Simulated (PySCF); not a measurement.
Pd⁺ (palladium, charge +1) across methods

[Kr] 4d9, 2D determinant. Computed with PySCF 2.14 in def2-QZVPPD with the def2 core potential (28 electrons) (7s5p4d4f2g, 88 functions), with scalar relativity through the core potential.

| method | E (hartree) | mean ε 4p β (eV) | mean ε 4d α (eV) | mean ε 4d β (eV) | Σ⟨r²⟩ (bohr²) | ⟨S²⟩ |
| --- | --- | --- | --- | --- | --- | --- |
| UHF | -126.80269 | -76.977 | -21.169 | -20.092 | 32.28 | 0.757 |
| r2SCAN0 | -127.5601 | -67.870 | -16.860 | -16.010 | 32.64 | 0.759 |
| PBE0 | -127.5524 | -66.840 | -16.685 | -15.912 | 32.87 | 0.755 |
| r2SCANh | -127.5777 | -65.946 | -15.810 | -14.991 | 32.77 | 0.761 |
| LDA | -127.2962 | -63.283 | -15.192 | -14.485 | 33.43 | 0.753 |
| LC-wPBE | -127.5850 | -68.684 | -19.421 | -18.703 | 32.85 | 0.754 |
| PBE | -127.5626 | -63.155 | -14.933 | -14.242 | 33.26 | 0.756 |
| M06 | -127.5758 | -66.498 | -16.836 | -15.966 | 32.85 | 0.755 |

Question: Estimate the same row for r2SCAN.

Answer: E (hartree) = -127.5897; mean ε 4p β (eV) = -64.667; mean ε 4d α (eV) = -15.116; mean ε 4d β (eV) = -14.317; Σ⟨r²⟩ (bohr²) = 32.86; ⟨S²⟩ = 0.763.

Energies and moments cover only the electrons outside the core potential.
